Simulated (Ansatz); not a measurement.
`[CH3][Sn]([NH2])([F])[F]` + HCl → `[NH2][Sn]([F])([F])[Cl]` + CH₄ at 298.15 K and 1 bar (ligand exchange at the Sn–C bond).

Gas-phase electronic energies from Ansatz, PBE0-D4/def2-TZVP geometries. CBS: MP2 limit from def2 TZ/QZ plus the TZ coupled-cluster correction, frozen cores. This one scheme is used for every species. def2 core potentials past Kr. For Sn outer-core shells are correlated without core-valence functions, which leaves a few kJ/mol of doubt a bond. One conformer a species, not always the lowest.

```csv
species,CCSD(T)/CBS energy (Eh),H − E (kJ/mol),S (J/(mol·K))
`[CH3][Sn]([NH2])([F])[F]`,-509.47039,196.8,398.3
HCl,-460.38127,26.6,186.8
`[NH2][Sn]([F])([F])[Cl]`,-929.42065,103.0,379.5
CH₄,-40.46206,127.4,186.2
```

H − E and S are ideal-gas, rigid-rotor, harmonic terms from PBE0-D4/def2-TZVP, for one conformer and one mirror image of each species. 1 Eh = 2625.50 kJ/mol, R = 8.31446 J/(mol·K).

Q: By hand: ΔE, ΔH, ΔS and ΔG.

A: ΔE = (-929.42065) + (-40.46206) − (-509.47039) − (-460.38127) = -0.03105 Eh = -81.5 kJ/mol. Δ(H − E) = 103.0 + 127.4 − 196.8 − 26.6 = 7.0, so ΔH = -74.5 kJ/mol. ΔS = 379.5 + 186.2 − 398.3 − 186.8 = -19.4 J/(mol·K). ΔG = -74.5 − 298.15 × (-19.4)/1000 = -68.7 kJ/mol.

Q: By hand: the equilibrium constant, and the temperature at which ΔG would vanish if ΔH and ΔS stayed fixed.

A: log₁₀ K = −ΔG/(RT ln 10) = 12.0. ΔG = 0 at ΔH/ΔS = 3840 K, far beyond where these terms or the molecules hold.

ΔH outweighs TΔS. A doubt of 5 kJ/mol in ΔE shifts log₁₀ K by 0.9 here. Other conformers and mirror images would add mixing entropy, several J/(mol·K) or more a flexible species. Modes under 60 cm⁻¹, often nearly free rotors, make the harmonic entropy too high. These are equilibria of isolated gas molecules and say nothing of rates. Largest T1 diagnostic: 0.013 (customary marks: 0.02 for closed shells, 0.045 for open ones).
